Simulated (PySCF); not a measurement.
## Correlation energy of Kr (krypton, neutral)

[Ar] 3d10 4s1 4p6 5s1, high-spin 3S determinant (an excited configuration). Calculation: PySCF 2.14, in aug-cc-pVQZ-PP with ECP10MDF (7s6p5d3f2g, 89 functions); scalar relativity through the core potential. Frozen: 3s2 3p6 3d10; 8 electrons correlated.

MP2 pair energies summed by pair of shells (mhartree):

```tsv
pair	energy	share (%)
4p-4p	-218.33	85.4
4s-4p	-25.61	10.0
4p-5s	-11.39	4.5
4s-5s	-0.26	0.1
```

Total MP2 correlation energy: -255.59 mhartree.

Same-spin part -49.46 and opposite-spin part -206.13 mhartree; SCS-MP2 scales them by 1/3 and 6/5 to -263.85 mhartree.
